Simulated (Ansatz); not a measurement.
Ansatz (a program for electronic structure) input (PBE/STO-3G):

Ansatz 0.2 input:
```yaml
crystal:
  periodic: [false, false, false]
  atoms:
    - {symbol: C, position_ang: [2.57752244, 0.63598928, -0.54524927]}
    - {symbol: C, position_ang: [1.38588722, -0.20121660, -0.09093055]}
    - {symbol: C, position_ang: [0.06851117, 0.55041933, -0.21313557]}
    - {symbol: C, position_ang: [-1.14645441, -0.24911581, 0.22994921]}
    - {symbol: O, position_ang: [-1.04735876, -1.40345421, 0.64788357]}
    - {symbol: C, position_ang: [-2.43159908, 0.38528533, 0.14753693]}
    - {symbol: H, position_ang: [2.67304346, 1.54724908, 0.05063312]}
    - {symbol: H, position_ang: [2.47653898, 0.93586628, -1.59141878]}
    - {symbol: H, position_ang: [3.51047548, 0.07830830, -0.44925529]}
    - {symbol: H, position_ang: [1.32669209, -1.12191572, -0.67527133]}
    - {symbol: H, position_ang: [1.52062782, -0.51852506, 0.94531527]}
    - {symbol: H, position_ang: [-0.09646643, 0.87234951, -1.24834479]}
    - {symbol: H, position_ang: [0.09764804, 1.47629630, 0.37373550]}
    - {symbol: H, position_ang: [-2.54621660, 1.39818871, -0.21587963]}
    - {symbol: H, position_ang: [-3.30667675, -0.16835281, 0.45839282]}
basis:
  gaussian:
    orbitals: STO-3G
hamiltonian:
  xc: {name: PBE}
magnetization: {spin_polarized: true, initial_magnetization: 1}
output: {forces: true}
```

Output:

```
Functional definition: PBE
integrals: 0.01 GiB planned
555 factors; integrals over basis functions are off by at most 4.4e-5 eV
mean field: 0.13 GiB planned
mean field evaluation 1: about -7273.8947 eV, gradient 1.4e1 eV
mean field evaluation 2: about -7251.6929 eV, gradient 6.2e1 eV
mean field evaluation 4: about -7275.0639 eV, gradient 2.8e0 eV
mean field evaluation 8: about -7274.9577 eV, gradient 1.2e-1 eV
mean field evaluation 16: about -7274.9578 eV, gradient 3.0e-5 eV
mean field evaluation 32: about -7274.0848 eV, gradient 1.6e0 eV
mean field -7274.95784954 eV, -267.3497698269 hartree, gradient 1.2e-5 eV, S^2 0.762774; 4 other end points of the search recorded, 0 dependent functions left out
the calculation of the forces begins
reference -7274.95787628 eV, -267.3497708098 hartree; 24, 23 occupied and 15, 16 virtual orbitals, 555 factors
Total energy: -7274.95787628 eV, -267.3497708098 hartree
Atom 0 at     2.577522     0.635989    -0.545249 Å, force     0.361554     0.267188    -0.142749 eV/Å
Atom 1 at     1.385887    -0.201217    -0.090931 Å, force     0.085477    -0.383559     0.132581 eV/Å
Atom 2 at     0.068511     0.550419    -0.213136 Å, force     0.267895     1.367868    -0.541355 eV/Å
Atom 3 at    -1.146454    -0.249116     0.229949 Å, force    -0.591596     2.783614    -0.965622 eV/Å
Atom 4 at    -1.047359    -1.403454     0.647884 Å, force     0.551711    -5.197831     1.869277 eV/Å
Atom 5 at    -2.431599     0.385285     0.147537 Å, force    -0.265570     0.576587    -0.182899 eV/Å
Atom 6 at     2.673043     1.547249     0.050633 Å, force    -0.000063     0.428712     0.323707 eV/Å
Atom 7 at     2.476539     0.935866    -1.591419 Å, force    -0.100396     0.116549    -0.514702 eV/Å
Atom 8 at     3.510475     0.078308    -0.449255 Å, force     0.489416    -0.347619     0.070860 eV/Å
Atom 9 at     1.326692    -1.121916    -0.675271 Å, force    -0.014669    -0.554353    -0.444338 eV/Å
Atom 10 at     1.520628    -0.518525     0.945315 Å, force     0.120782    -0.132925     0.687533 eV/Å
Atom 11 at    -0.096466     0.872350    -1.248345 Å, force     0.015322     0.135682    -0.594479 eV/Å
Atom 12 at     0.097648     1.476296     0.373735 Å, force     0.127862     0.485826     0.345939 eV/Å
Atom 13 at    -2.546217     1.398189    -0.215880 Å, force    -0.231586     0.834119    -0.282853 eV/Å
Atom 14 at    -3.306677    -0.168353     0.458393 Å, force    -0.816141    -0.379860     0.239100 eV/Å
Dipole moment:    -0.061705     0.316954    -0.110627 e Å
```

The geometry given is a B3LYP-D3(BJ)/def2-TZVP minimum.
